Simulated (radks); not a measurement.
Q: These are the eigenvalues of the occupied orbitals of an atom or ion with whole-number occupations (Ry). Method: scalar-relativistic Kohn-Sham, Slater X-alpha with alpha = 0.646, spin-polarised, spherical densities, finite nucleus; Fermi nuclear charge, rms radius of each element as measured or else 0.836 A^(1/3) + 0.57 fm; computed with a radial shooting solver on a logarithmic mesh with Libxc functionals.

1s down: -4211.576
1s up: -4211.576
2s up: -708.1644
2s down: -708.1616
2p up: -626.7549
2p down: -626.7528
3s up: -159.3114
3s down: -159.2462
3p up: -134.5442
3p down: -134.4793
3d up: -103.4354
3d down: -103.3849
4s up: -32.15532
4s down: -32.02006
4p up: -24.00586
4p down: -23.87248
4d up: -13.08318
4d down: -12.95261
5s up: -4.78147
5s down: -4.71454
5p up: -2.90205
5p down: -2.85315
4f up: -1.20355
4f down: -1.09027

Which element is it, and in what charge state? The configuration may be excited. Open shells, if any, are filled with parallel spins first.

A: Z = 68, erbium, charge +2: Er2+ in [Xe] 4f12. The list shows which subshells hold electrons but not how many an open one holds; the 1s level, -2105.8 hartree, gives Z - s = 64.9 by -(Z - s)^2/2, which with screening and relativity narrows Z to a few neighbours, and the depths of the outer levels then fix element, charge and occupations together.
